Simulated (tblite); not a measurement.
Species: C2H6O3Si2.
Atom-mapped SMILES: `[CH3:1][Si@@H:2]1[O:3][SiH2:4][C:5](=[O:6])[O:7]1` (hydrogens: H8, H9, H10 on C1; H11 on Si2; H12, H13 on Si4)

Computed with GFN2-xTB (tblite), gas phase: L-BFGS steps from a force-field or distance-geometry start until the largest atomic force falls under 0.01 eV/Å.

At the end of the run (lengths in Å): O3–Si4 1.633, Si4–C5 1.931, C5=O6 1.198, Si2–O7 1.649, Si2–O3 1.651, Si4–H12 1.453, Si4–H13 1.454, Si2–O3–Si4 117.8°, Si2–O7–C5 118.5°, Si4–C5–O6 129.8°, O6–C5–O7 120.7°, C1–Si2–O3–Si4 -119°, Si2–O3–Si4–C5 1°, O3–Si4–C5–O6 180°, H11–Si2–O7–C5 -109°, H11–Si2–O3–Si4 110°.

**Question.** These geometries were met on the way; a selection of coordinates is given. Order them by energy above the end point, lowest first.
A. O3–Si4 1.620, Si4–C5 1.909, C5=O6 1.200, Si2–O7 1.637, Si2–O3 1.659, Si4–H12 1.432, Si4–H13 1.443, Si2–O3–Si4 114.7°, Si2–O7–C5 113.2°, Si4–C5–O6 129.8°, O6–C5–O7 120.8°, C1–Si2–O3–Si4 -86°, Si2–O3–Si4–C5 -11°, O3–Si4–C5–O6 167°, H11–Si2–O7–C5 -153°, H11–Si2–O3–Si4 148°
B. O3–Si4 1.749, Si4–C5 1.838, C5=O6 1.287, Si2–O7 1.727, Si2–O3 1.689, Si4–H12 1.485, Si4–H13 1.437, Si2–O3–Si4 100.7°, Si2–O7–C5 106.5°, Si4–C5–O6 120.1°, O6–C5–O7 129.3°, C1–Si2–O3–Si4 -89°, Si2–O3–Si4–C5 -12°, O3–Si4–C5–O6 168°, H11–Si2–O7–C5 -162°, H11–Si2–O3–Si4 151°
C. O3–Si4 1.665, Si4–C5 1.912, C5=O6 1.207, Si2–O7 1.718, Si2–O3 1.664, Si4–H12 1.446, Si4–H13 1.451, Si2–O3–Si4 107.1°, Si2–O7–C5 109.9°, Si4–C5–O6 122.9°, O6–C5–O7 129.3°, C1–Si2–O3–Si4 -87°, Si2–O3–Si4–C5 -11°, O3–Si4–C5–O6 167°, H11–Si2–O7–C5 -161°, H11–Si2–O3–Si4 150°
D. O3–Si4 1.644, Si4–C5 1.944, C5=O6 1.201, Si2–O7 1.656, Si2–O3 1.664, Si4–H12 1.471, Si4–H13 1.481, Si2–O3–Si4 116.6°, Si2–O7–C5 116.2°, Si4–C5–O6 130.4°, O6–C5–O7 120.7°, C1–Si2–O3–Si4 -85°, Si2–O3–Si4–C5 -12°, O3–Si4–C5–O6 171°, H11–Si2–O7–C5 -143°, H11–Si2–O3–Si4 139°
E. O3–Si4 1.630, Si4–C5 1.944, C5=O6 1.199, Si2–O7 1.652, Si2–O3 1.651, Si4–H12 1.451, Si4–H13 1.459, Si2–O3–Si4 116.1°, Si2–O7–C5 116.8°, Si4–C5–O6 130.8°, O6–C5–O7 120.2°, C1–Si2–O3–Si4 -92°, Si2–O3–Si4–C5 -10°, O3–Si4–C5–O6 174°, H11–Si2–O7–C5 -127°, H11–Si2–O3–Si4 129°

**Answer.** E (0.138 eV), D (0.227 eV), A (0.378 eV), C (0.677 eV), B (1.315 eV).

```csv
step,E above end (eV),"rms distance from the end, all atoms (Å)",largest force (eV/Å),rms shift of all bonds from the end (Å)
19,0.138,0.419,0.196,0.006
10,0.227,0.481,0.467,0.012
5,0.378,0.512,0.620,0.013
2,0.677,0.531,1.308,0.023
0,1.315,0.541,5.280,0.056
```

Rows stand in the order of the answer.
